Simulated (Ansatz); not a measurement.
`N[Si@H](F)O[Si@@H](N)O` + `N[SiH2]N` → `N[SiH2]N[SiH](N)F` + `N[SiH](O)O`  (ligand exchange at the Si–O bond)

Computed with Ansatz on PBE0-D4/def2-TZVP structures; ΔE is electronic, products minus reactants. CCSD(T)/CBS adds triple-zeta CCSD(T) − MP2 to the extrapolated MP2 energy (def2 sets, frozen cores). This one scheme is used for every species. Functionals use def2-TZVPP. Each species was taken in one conformer, which may not be the lowest.

**Question.** Is it downhill or uphill in electronic energy at CCSD(T)/CBS, and by how much? (Best estimate.)

**Answer.** The calculation gave: Uphill: ΔE = +0.56 eV.

**Question.** What do these levels give: ωB97M-V, B2PLYP, PBE, r2SCAN, PBE0, MP2/def2-TZVPP, SCS-MP2/def2-TZVPP, CCSD/def2-TZVPP, SCS-MP2/def2-QZVPP, HF/CBS(def2), MP2/CBS(def2), CCSD/CBS(def2)? (Estimate.)

**Answer.** Ansatz gave: ωB97M-V 0.55, B2PLYP 0.59, PBE 0.49, r2SCAN 0.57, PBE0 0.53, MP2/def2-TZVPP 0.53, SCS-MP2/def2-TZVPP 0.57, CCSD/def2-TZVPP 0.58, SCS-MP2/def2-QZVPP 0.59, HF/CBS(def2) 0.77, MP2/CBS(def2) 0.55, CCSD/CBS(def2) 0.59 eV.

Largest T1 diagnostic among the species: 0.011.

From PBE to PBE0 (25 % exact exchange), in def2-TZVPP and without D4, ΔE moves by +0.04 eV. In def2-TZVPP, CCSD(T) changes the Hartree–Fock value by −0.20 eV (the triples alone add −0.03 eV) and MP2 by −0.22 eV.
